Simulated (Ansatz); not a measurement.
Basis-set extrapolation for C2H9NSi2 (`C=C[SiH2]N[SiH3]`) (PBE0-D4/def2-TZVP geometry, frozen core, Ansatz 0.2.0). Multiplicity 1, RHF reference.

|  | def2-TZVPP | def2-QZVPP |
| --- | --- | --- |
| HF | -713.402628 | -713.427658 |
| MP2 correlation | -0.785597 | -0.839870 |
| CCSD(T) correlation | -0.881087 | not run |

Energies in hartree. Use E(X) = E(∞) + A·exp(−7.88·√X) for Hartree–Fock and E(X) = E(∞) + B·X^(−2.97) for correlation, with X = 3 and 4, and add CCSD(T) minus MP2 of the smaller set to the MP2 limit.

Problem. What is the CCSD(T) energy at the basis-set limit?

Solution. HF limit: -713.427658 + (-0.025030) × 0.13774 = -713.43111. MP2 limit: -0.839870 + (-0.054273) × 0.74074 = -0.88007. Higher-order term: -0.881087 − (-0.785597) = -0.09549. Total: -714.40667 hartree, 322.8 kJ/mol below CCSD(T)/def2-TZVPP.
